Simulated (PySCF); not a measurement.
CHO2, SMILES O=C=[OH+], charge +1.

Geometry optimised at B3LYP-D3(BJ)/def2-TZVP. The isomer is the one that the SMILES or the coordinates give; other isomers of the formula were not compared.

Level of theory: r2SCAN/def2-TZVPD (PySCF).

Symmetry labels are those of the subgroup Cs that the program uses (full group Cs).

Computed valence orbital energies around the gap with their symmetry:
```
orbital  symmetry  energy (eV)
-------  --------  -----------
HOMO−7         A'       -39.91
HOMO−6         A'       -38.74
HOMO−5         A'       -26.95
HOMO−4         A'       -22.14
HOMO−3         A"       -21.69
HOMO−2         A'       -21.51
HOMO−1         A'       -19.01
HOMO           A"       -18.26
LUMO           A'        -9.38
LUMO+1         A"        -8.44
LUMO+2         A'        -7.72
LUMO+3         A'        -4.49
```
